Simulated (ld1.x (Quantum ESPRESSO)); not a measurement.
## Before and after: TM potential for N (Z = 7)

```
Element                 : N
Generator               : ld1.x (Quantum ESPRESSO) 7.5
Type                    : norm-conserving Troullier–Martins (Kleinman–Bylander form)
Functional              : PBEsol
Relativity              : scalar-relativistic
Frozen core             : [He]
Valence charge          : 5
Reference configuration : 2s2 2p1 (charge +2)
Partial waves           : 2p (bound): rc 2.25 bohr; 3d channel at 0.05 Ry: rc 2.15 bohr; 2s (bound): rc 1.00 bohr
Local potential         : the s channel
Core correction         : Bessel-smoothed model core inside 0.45 bohr
```

Change: wave 2s (bound): rc 1.00 bohr becomes 2s (bound): rc 1.30 bohr.

Cutoffs: the cutoffs (Ry, on a coarse ladder) from which the occupation-weighted sum of valence levels, in a spherical-Bessel basis at the reference potential, stays within 10 and 1 mRy of its value at 400 Ry; they do not see the model core or the augmentation charge, which bear on the density cutoff. Errors are all-electron minus pseudo energies relative to the spin-unpolarised reference configuration.

Question: How do hardness, ghosts and transferability respond?

Answer: The potential gets softer (55 Ry and 140 Ry → 40 Ry and 90 Ry); the errors of the 7 common tests hardly move; the range in which the s phases agree narrows (upper end at the end of the scan → -0.6); neither file shows a bound ghost. A larger radius leaves more room for a smooth pseudo-wave, so fewer plane waves are needed.

```csv
quantity,base,changed
"cutoff, loose",55 Ry,40 Ry
"cutoff, tight",140 Ry,90 Ry
loose cutoff by channel (10 mRy a level),"p 30 Ry, s 50 Ry","p 30 Ry, s 35 Ry"
bound ghosts,none,none
"error for 2s2 2p3, meV [ΔE -42.26 eV]",+535,+577
"error for 2s2 2p2, meV [ΔE -28.74 eV]",+235,+250
"error for 2s2 2p0, meV [ΔE 46.88 eV]",+530,+557
"error for 2s0 2p5, meV [ΔE -19.36 eV]",+1243,+1320
"error for 2s1 2p3, meV [ΔE -17.02 eV]",+529,+561
"error for 2s2 2p3.3, meV [ΔE -43.86 eV]",+583,+631
"error for 2s2 2p2.5, meV [ΔE -37.20 eV]",+405,+434
s: phases at 2.45 bohr within 0.05 rad from the reference energy up to (Ry; the scan ends near 5),to the end of the scan,-0.6
p: phases at 2.45 bohr within 0.05 rad from the reference energy up to (Ry; the scan ends near 5),-0.7,-0.7
d: phases at 2.45 bohr within 0.05 rad from the reference energy up to (Ry; the scan ends near 5),3.9,3.9
```
